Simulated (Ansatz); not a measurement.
(CdS)6 prism (Cd6S6) was relaxed with r2SCAN-D4 (def2-SVP) in Ansatz in these states: charge -1 doublet, neutral singlet. The geometries follow in no particular order.

In the def2 sets Cd takes a core potential; there is no spin–orbit coupling.

A:

```xyz
12

Cd    2.391    0.213   -0.139
S     2.136   -1.862    1.170
Cd   -0.059   -2.397    0.181
S    -1.554   -1.990   -1.738
Cd   -0.431    0.115   -2.363
S     1.650    1.423   -2.156
Cd    0.060    2.397   -0.181
S     1.554    1.990    1.738
Cd    0.431   -0.115    2.363
S    -1.650   -1.423    2.156
Cd   -2.391   -0.213    0.139
S    -2.136    1.862   -1.170
```

B:

Cartesian coordinates in Å:
```
Cd -0.490 1.807 -1.621
S -1.987 2.308 0.304
Cd -0.617 1.212 2.070
S 1.705 0.429 2.505
Cd 2.454 0.309 0.134
S 1.864 1.176 -2.124
Cd 0.617 -1.212 -2.070
S -1.705 -0.429 -2.505
Cd -2.454 -0.309 -0.134
S -1.864 -1.175 2.124
Cd 0.490 -1.807 1.621
S 1.987 -2.308 -0.304
```

Task: Judge from the bond lengths which geometry belongs to which state (an estimate).

Result: A is the neutral singlet (Cd3–Cd9 3.195 Å, Cd3–Cd11 3.195 Å, Cd5–Cd7 3.195 Å); B is the charge -1 doublet (Cd3–Cd9 3.247 Å, Cd3–Cd11 3.247 Å, Cd5–Cd7 3.247 Å).
